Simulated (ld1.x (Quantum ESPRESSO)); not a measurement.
# Transferability test, TM potential for cadmium

Cd (Z = 48), norm-conserving Troullier–Martins (Kleinman–Bylander form), made with ld1.x (Quantum ESPRESSO) 7.5 (PBE, scalar-relativistic). Core [Ar] 3d10 4s2, reference 4p6 4d10 5s2 5p0. Waves: 5s (bound): rc 1.80 bohr; 4p (bound): rc 0.95 bohr; 4d (bound): rc 1.65 bohr. Local part: all-electron potential smoothed inside 1.50 bohr (lloc = -1). Core correction: Bessel-smoothed model core inside 0.60 bohr.

Energies are relative to the spin-unpolarised reference configuration 4p6 4d10 5s2 5p0; without spin polarisation the order of configurations can differ from experiment.

```
valence configuration  charge  ΔE all-electron (eV)  error AE − PS (meV)
     4p6 4d10 5s1 5p0      +1                 9.272                 -4.6
     4p6 4d10 5s0 5p0      +2                26.398                  -25
      4p6 4d9 5s0 5p0      +3                64.407                 +2.9
     4p6 4d10 5s0 5p1      +1                15.051                 +286
      4p6 4d8 5s0 5p0      +4               118.470                  +24
```

(1) What are ΔE and the potential's error for 4p6 4d10 5s1 5p1?

(2) What are ΔE and the potential's error for 4p5 4d10 5s2 5p0?

Levels in the configuration 4p6 4d9 5s0 5p0:

```json
{"level": "4p", "all-electron (eV)": "-102.270", "pseudo (eV)": "-102.203"}
{"level": "4d", "all-electron (eV)": "-45.823", "pseudo (eV)": "-45.791"}
```

Note: ghost state, extra bound levels that the all-electron valence spectrum of the same l lacks: s at -75.5 eV. A true bound ghost makes a file unfit for plane-wave use.

## Answers

(1) ΔE = 4.666 eV all-electron; the error (AE − PS) is +168 meV.

(2) ΔE = 74.200 eV all-electron; the error (AE − PS) is -113 meV.
